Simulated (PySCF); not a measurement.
CH6BeOSSi, SMILES C[S][Be][O][SiH3].

Geometry optimised at PBE-D3(BJ)/def2-SVP. The structure was generated by enumeration; whether it is a known compound was not checked. One conformer was computed; it need not be the lowest.

Calculation: TDDFT-PBE0/def2-SVPD (PySCF).

Vertical excitations. The molecule is in vacuum.

```
state  energy (eV)  λ (nm)      f                                                              main pairs
-----  -----------  ------  -----  ----------------------------------------------------------------------
S1            5.01     247  0.000                                        HOMO→LUMO 83 %, HOMO→LUMO+1 15 %
S2            5.45     227  0.027                                        HOMO→LUMO+1 80 %, HOMO→LUMO 15 %
S3            6.33     196  0.053                                      HOMO→LUMO+2 73 %, HOMO−1→LUMO 23 %
S4            6.64     187  0.027                                                        HOMO→LUMO+3 94 %
S5            6.68     186  0.032                  HOMO−1→LUMO 46 %, HOMO−1→LUMO+1 31 %, HOMO→LUMO+2 19 %
S6            6.97     178  0.099                                    HOMO−1→LUMO+1 62 %, HOMO−1→LUMO 25 %
S7            7.11     174  0.000  HOMO→LUMO+4 43 %, HOMO→LUMO+5 27 %, HOMO→LUMO+7 15 %, HOMO→LUMO+8 11 %
S8            7.15     173  0.005                                      HOMO→LUMO+4 42 %, HOMO→LUMO+7 38 %
S9            7.22     172  0.003                                    HOMO−2→LUMO+1 68 %, HOMO−2→LUMO 25 %
S10           7.24     171  0.000                                    HOMO−3→LUMO+1 52 %, HOMO−3→LUMO 35 %
T1            4.66     266      0                                        HOMO→LUMO 71 %, HOMO→LUMO+1 22 %
T2            5.22     237      0                                        HOMO→LUMO+1 67 %, HOMO→LUMO 23 %
T3            5.63     220      0                                                        HOMO→LUMO+2 79 %
T4            5.94     209      0                                    HOMO−1→LUMO 66 %, HOMO−1→LUMO+1 16 %
```
Triplets are in the Tamm–Dancoff approximation, which puts them higher than full response would, so one can lie above its singlet here.
